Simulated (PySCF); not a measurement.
Input file for PySCF: R-BP86/6-31G* on H2OSSi (SMILES O[Si]S), a point of a torsion scan.

```python
from pyscf import gto, scf, dft, mp
from pyscf.data.elements import chemcore

mol = gto.M(
    atom='''
    O    -1.09835668    0.25853164   -0.12765799
    Si   -0.15866009   -0.96923242   -0.64182742
    S     1.43909936   -0.62691768    0.80618064
    H    -1.94384331    0.49895783   -0.49120376
    H     2.17992506   -1.63488544    0.36251614
    ''',
    basis='6-31g*',
    cart=True,
    charge=0, spin=0, verbose=3, max_memory=1800)
mf = dft.RKS(mol, xc='b88,p86')
mf.conv_tol = 1e-8
mf.max_cycle = 100
mf.kernel()
if not mf.converged:
    mf = mf.newton().run(mf.mo_coeff, mf.mo_occ)
```

Program output:

```
converged SCF energy = -764.173778573116
```

The run converged.

Cost: about 5 core-seconds (a rough figure).
